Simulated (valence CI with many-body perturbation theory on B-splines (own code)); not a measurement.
Values are calculated unless marked as measured or tabulated.
**Basis-set convergence for Yb48+**

Method: configuration interaction combined with many-body perturbation theory (CI+MBPT): four valence electrons over a frozen Dirac-Fock core [Ar], a basis of 7 s, 7 p, 8 d, 6 f, 4 g, 1 h functions for each j, with the one-electron correlation potential Σ1 (screened to all orders), the two-electron term Σ2, the three-electron term Σ3, Breit, model QED; selected single and double excitations, second order for the rest, scaled by the run's own slope (own B-spline code, finite nucleus).

No measured spectrum was set against this ion. As an estimate, large intervals hold to a few tenths of a per cent, small ones and those within an open d or f shell to about a per cent. Only levels of the ground parity were solved; by the run's estimate the other parity begins above the list, which can be wrong where configurations are misplaced.

The reference run has the lowest level (3d3/2^4) J=0 and an ionisation energy of 4238.50 eV. Its largest variational space holds 17308 state functions.

Levels are named by their leading jj configuration (3d3/2^4 stands for four electrons in 3d with j = 3/2), which in mixed levels can hold well under half, so a name can repeat and another be missing. Letters in brackets count levels of one name in rising energy.

Changed runs:
A. basis 6 s, 6 p, 5 d, 5 f, 1 g
B. basis 5 s, 5 p, 4 d, 4 f

Excitation energies of the reference run in cm⁻¹, and shifts in cm⁻¹:

```tsv
Level	Reference	A	B
(3d3/2^3 3d5/2) J=1	384446	-245	-421
(3d3/2^3 3d5/2) J=4	475364	+19	+300
(3d3/2^3 3d5/2) J=2	493250	-89	+202
(3d3/2^3 3d5/2) J=3	520245	-28	+367
(3d3/2^2 3d5/2^2) J=0 [a]	834633	-261	-480
(3d3/2^2 3d5/2^2) J=2 [a]	843166	-205	-64
(3d3/2^2 3d5/2^2) J=4 [a]	856339	-215	-157
(3d3/2^2 3d5/2^2) J=3 [a]	871421	-240	-101
(3d3/2^2 3d5/2^2) J=5	901016	-81	+290
(3d3/2^2 3d5/2^2) J=6	922931	+17	+560
(3d3/2^2 3d5/2^2) J=1	935800	-88	+355
(3d3/2^2 3d5/2^2) J=3 [b]	963444	+9.2	+719
Ionisation energy (eV)	4238.50	-0.09	-0.14
```
